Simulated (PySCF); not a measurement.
C₅H₆OS₂ (charge +1 and doublet state).
Z-matrix (Å and degrees, GFN2-xTB geometry), rows numbered from 1:
```
C 
O   1  1.4162
C   2  1.2925  1  120.76
C   3  1.4054  2  124.24  1  -179.74
C   4  1.3770  3  112.92  2   179.83
C   5  1.3992  4  113.37  3     0.01
S   6  1.7135  5  124.24  4  -179.86
S   3  1.7455  2  124.16  1     0.10
H   1  1.0883  2  106.23  3   178.31
H   1  1.0936  2  110.76  3   -62.48
H   1  1.0937  2  110.86  3    58.96
H   4  1.0750  3  121.72  2    -0.09
H   5  1.0755  4  124.43  3  -179.94
H   7  1.3430  6   97.22  5   180.00
```

The hyperfine couplings belong to this conformer and change with its torsions.

Identity: `[SH+]c1ccc(s1)OC` [radical] (charge +1).

Method used: UKS B3LYP, pcH-1 on C H O S, non-relativistic, mean-field spin-orbit, GIAO (PySCF 2.14.0). The structure is a single GFN2-xTB conformer in the gas phase; no vibrational or solvent corrections. The geometry wasn't refined by DFT: couplings that depend on bond lengths, twists or pyramidal angles can differ widely from those at the functional's own minimum, by a factor of two or more for some ions and for spin on atoms past the first row. Stability of the SCF solution: not tested.

(1) The isotropic 13C couplings are +28.1, +12.0, -6.9, -4.7, +3.2 MHz. Assign them to C1; C3; C4; C5; C6.

(2) The isotropic 33S couplings are +11.0, -2.6 MHz. Assign them to S7; S8.

Answers

(1) 
```csv
site,a_iso (MHz),ρ(0) (bohr⁻³),position,distance from C6 (Å),spin population,largest |T| (MHz)
C1,-4.7,-0.0042,2 bonds from C3,4.51,-0.01,1.3
C3,+12.0,+0.0107,a main spin site,2.48,+0.22,40.3
C4,+3.2,+0.0029,1 bond from C3,2.32,+0.13,24.5
C5,-6.9,-0.0061,1 bond from C6,1.40,+0.04,10.6
C6,+28.1,+0.0248,largest spin population,0.00,+0.28,55.5
```

(2) 
```
site  a_iso (MHz)  ρ(0) (bohr⁻³)          position  distance from C6 (Å)  spin population  largest |T| (MHz)
  S7        +11.0        +0.0331  a main spin site                  1.71            +0.27               56.7
  S8         -2.6        -0.0077    1 bond from C3                  1.75            -0.06                5.3
```

ρ(0) is the spin density at the nucleus and T the dipolar tensor; a_iso includes a spin–orbit part; entries for several nuclei are means. Largest spin populations (Mulliken): C6 (+0.28), S7 (+0.27), C3 (+0.22) and C4 (+0.13). Three atoms exceed +0.15. Main spin sites, with 60 % or more of the largest population: C3, C6, S7; positions count bonds from the nearest.

β density exceeds α density at some nuclei, such as S8 (-0.0077), C5 (-0.0061) and C1 (-0.0042), spin density in bohr⁻³. In a single determinant that takes different orbitals for the two spins, that is spin polarisation.

Nuclei that the bonding pattern makes equivalent are averaged, as if the motion that swaps them (rotation, inversion, ring flip) were fast. The three 1H nuclei of mean +11.6 MHz run from -0.5 to 18.3 MHz in the frozen geometry.

The SMILES `COc1ccc([SH+])s1` draws the unpaired electron on S7, whose computed spin population is only +0.27.
